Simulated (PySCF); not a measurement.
Molecule: C₂H₅Cl₂Si, net charge 0, doublet state. It need not be the lowest isomer of its formula. SMILES: [CH2][Si](C)(Cl)Cl
Structure (B3LYP-D3(BJ)/def2-TZVP (Ansatz) minimum search):
```xyz
10

Si    -0.0211    -0.3518    -0.0871
Cl     0.0100     1.2421    -1.4073
Cl    -0.0729     0.4495     1.8209
C     -1.5486    -1.3141    -0.3632
C      1.5299    -1.3442    -0.2899
H     -2.5333    -0.8678    -0.2938
H     -1.5314    -2.3707    -0.6051
H      1.5902    -1.7487    -1.3020
H      1.5439    -2.1726     0.4210
H      2.4077    -0.7223    -0.1131
```
Charge 0, spin multiplicity 2.

Dispersion corrections to the total energy (kcal/mol) from the dftd3 and dftd4 libraries through PySCF: D3(BJ) without and D4 with the three-body term, each with the damping fitted for the functional named.

```csv
functional,D3(BJ),D4
PW6B95,-3.99,-5.58
B2GP-PLYP,-5.71,-2.89
CAM-B3LYP,-5.86,-5.88
PBE0,…,-5.71
BP86,-11.70,…
BLYP,-14.64,-14.38
LC-wPBE,…,-7.50
```

Problem. What belongs in the gaps?

Solution. 
- PBE0, D3(BJ): -6.01
- BP86, D4: -9.29
- LC-wPBE, D3(BJ): -6.83
